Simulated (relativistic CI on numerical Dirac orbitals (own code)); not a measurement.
## Nd²⁺ (4f4) in a crystal field

Calculated by Dirac-Coulomb-Breit CI, separate exchange-only KLI orbitals for each configuration, model QED (radiative potential, 1s self-energy scaled to tabulated hydrogen-like ionisation energies), valence Slater integrals scaled by 0.7, one configuration in a parametric crystal field (own radial code).

Field parameters in Wybourne normalisation; cubic f-shell fields have B⁴₄ = √(5/14) B⁴₀ and B⁶₄ = −√(7/2) B⁶₀. The field is a parameter set, without covalency.

S is read from ⟨S²⟩ = S(S + 1).

Levels (cm⁻¹, degeneracy): 0 (1), 84 (3), 148 (2), 281 (3), 1229 (3), 1231 (3), 1340 (2), 1346 (3), 2438 (1), 2441 (3), 2444 (2), 2542 (3).

(1) Which field gives this pattern?
A. Oh, B40 = -1570, B60 = 70 cm⁻¹
B. Oh, B40 = 1400, B60 = 380 cm⁻¹
C. Oh, B40 = -1390, B60 = -290 cm⁻¹

Answers

(1) A. Oh, B40 = -1570, B60 = 70 cm⁻¹, ground level with S = 1.98.
